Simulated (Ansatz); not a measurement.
Molecule: CHF (charge 0, singlet). 
Geometry from a B3LYP-D3(BJ)/def2-TZVP (Ansatz, a first-principles code) optimisation:
```
C
F 1 1.3097
H 1 1.1236 2 102.28
```

Basis-set convergence of Hartree-Fock and MP2 correlation energies (hartree) with Ansatz. Correlated levels leave the core frozen unless marked. No spin-orbit coupling. Non-relativistic.

The Hartree-Fock reference is unstable (checked in the largest basis), which strains HF and MP2. 

```tsv
basis	functions	E(HF)	E(corr, MP2)
def2-SVP	33	-137.64434	-0.29459
def2-TZVPP	76	-137.81831	-0.38471
def2-QZVPP	144	-137.82443	-0.41829
```

Extrapolating the two largest sets (X = 3 and 4) as X^-3: E(corr) = (64·(-0.41829) - 27·(-0.38471))/37 = -0.4428 Eh, an estimate of the basis-set limit. The largest set recovers 94.5 % of it, the smallest 66.5 %.
